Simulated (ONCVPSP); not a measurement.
**What one change does to a pseudopotential (thallium (Tl), ONCV)**

| Quantity | Value |
| --- | --- |
| Element | Tl (Z = 81) |
| Generator | ONCVPSP 4.0.1 |
| Type | optimised norm-conserving Vanderbilt (ONCV) |
| Functional | PBEsol |
| Relativity | scalar-relativistic |
| Frozen core | [Xe] 4f14 5d10 |
| Valence charge | 3 |
| Reference configuration | 6s2 (charge +1) |
| Partial waves | 6s: rc 2.00 bohr, ncon 3, nbas 7, qcut 2.7 1/bohr, 2 projectors, debl 0.6 Ha; p scattering state at 0.16 Ha: rc 2.10 bohr, ncon 4, nbas 8, qcut 4.4 1/bohr, 3 projectors, debl 2.4 Ha; d scattering state at 0.1 Ha: rc 1.65 bohr, ncon 5, nbas 10, qcut 5.6 1/bohr, 1 projector |
| Local potential | polynomial inside 1.60 bohr (lpopt 5, dvloc0 0 Ha) |
| Core correction | Teter function, fcfact 3.75, rcfact 1.05 |

In the s channel the program set the typed energies aside and used -0.602, 0.250 Ha. In the p channel the program set the typed energies aside and used 0.050, 2.450, 4.850 Ha.

Change: p: nproj 2. In the s channel the program set the typed energies aside and used -0.602, 0.250 Ha. In the p channel the program set the typed energies aside and used 0.050, 2.450 Ha.

Cutoffs: the cutoffs (Ha) at which the residual kinetic energy of the hardest occupied pseudo-wave falls to 1 and 0.1 mHa per electron; they do not see the model core or the augmentation charge, which bear on the density cutoff. Errors are all-electron minus pseudo energies relative to the spin-unpolarised reference configuration.

Problem. How do hardness, ghosts and transferability respond?

Solution. The potential gets neither clearly harder nor softer (20 Ha and 37 Ha → 20 Ha and 37 Ha); both files keep a bound ghost (p, s); the lowest positive-energy flag moves from none to p at 37.9 eV; the number of tests with a reliable result goes from 4 to 1; the range in which the p phases agree narrows (upper end at the end of the scan → 1.3).

| quantity | base | changed |
| --- | --- | --- |
| cutoff, loose | 20 Ha | 20 Ha |
| cutoff, tight | 37 Ha | 37 Ha |
| bound ghosts | s, p | s, p |
| GHOST(+) flags under 300 eV | none | p at 37.9 eV |
| tests with a reliable result | 4 of 4 | 1 of 4 |
| error for 6s1, meV [ΔE 20.84 eV] | -45 | -45 |
| s: phases at 2.04 bohr within 0.05 rad from the reference energy up to (Ha; the scan ends near 5) | 3.6 | 3.6 |
| p: phases at 2.13 bohr within 0.05 rad from the reference energy up to (Ha; the scan ends near 5) | to the end of the scan | 1.3 |
| d: phases at 1.67 bohr within 0.05 rad from the reference energy up to (Ha; the scan ends near 5) | 3.2 | 3.2 |
| rms error of d²Exc/dni dnj with the model core, mHa | 17.10 | 17.10 |

 A true bound ghost makes a file unfit for plane-wave use even where its test errors are small: the radial tests pick states by their node count and pass the ghost by.
